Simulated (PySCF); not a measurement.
A species of formula C8H15P has this rotational fingerprint, computed with PBE0/pcSseg-1 in PySCF (dipole) on a GFN2-xTB geometry, gas phase:

- Rotational constants: A = 1331, B = 1301, C = 943.0 MHz
- Dipole components: |μa| = 1.04 D, |μb| = 1.87 D, |μc| = 0.04 D
- Inertial defect: -232.08 u·Å²
- κ: 0.85

Question: Which structure is it? (One computed conformer of each.)
A. `[CH2:1]=[CH:2][CH:3]1[CH2:4][P:5]([CH2:6][CH2:7][CH3:8])[CH2:9]1` with C1–C2–C3–C4 124°, C4–P5–C6–C7 -165°, P5–C6–C7–C8 -179°, C2–C3–C4–P5 134°, C3–C4–P5–C6 86°, C4–P5–C9–C3 11°, C2–C3–C9–P5 -134°
B. `[CH:1]#[C:2][P@@:3]([CH3:4])(=[CH:5][CH3:6])[CH:7]([CH3:8])[CH3:9]` with C1–C2–P3–C4 -122°, C2–P3–C7–C8 169°
C. `CC1=C(C(C)(C)C)P1C`

Answer: B. It is C#C[P@@](C)(=CC)C(C)C, an asymmetric top, point group C1. The candidates at the same level (rigid rotor, commonest isotopes):

```json
{"SMILES": "CC1=C(C(C)(C)C)P1C", "A (MHz)": "1736", "B (MHz)": "1041", "C (MHz)": "838.3", "μa (D)": "0.96", "μb (D)": "1.04", "μc (D)": "1.30", "Δ (u·Å²)": "-173.85", "point group": "C1", "rotor": "asymmetric top"}
{"SMILES": "C=CC1CP(CCC)C1", "A (MHz)": "2993", "B (MHz)": "616.4", "C (MHz)": "572.7", "μa (D)": "0.05", "μb (D)": "1.16", "μc (D)": "0.41", "Δ (u·Å²)": "-106.29", "point group": "C1", "rotor": "near-prolate asymmetric top"}
{"SMILES": "C#C[P@@](C)(=CC)C(C)C", "A (MHz)": "1331", "B (MHz)": "1301", "C (MHz)": "943.0", "μa (D)": "1.04", "μb (D)": "1.87", "μc (D)": "0.04", "Δ (u·Å²)": "-232.08", "point group": "C1", "rotor": "asymmetric top"}
```

`C=CC1CP(CCC)C1` has A 125 % too high; `CC1=C(C(C)(C)C)P1C` has A 30 % too high. No structure here is proved a minimum.
